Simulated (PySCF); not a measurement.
A structure optimised at PBE0-D3(BJ)/def2-TZVP, used in a PySCF frequency run:

```xyz
4

Al     0.0000     0.0000    -0.7247
H      0.0000     0.0000    -2.2880
Cl     0.0000     1.7867     0.3444
Cl     0.0000    -1.7867     0.3444
```
Charge 0, spin multiplicity 1.

Write its SMILES, formula and point group.

[Cl][AlH][Cl], AlCl2H, C2v

What are its rotational constants (standard atomic weights)?

18.185, 2.2328, 1.9886 GHz
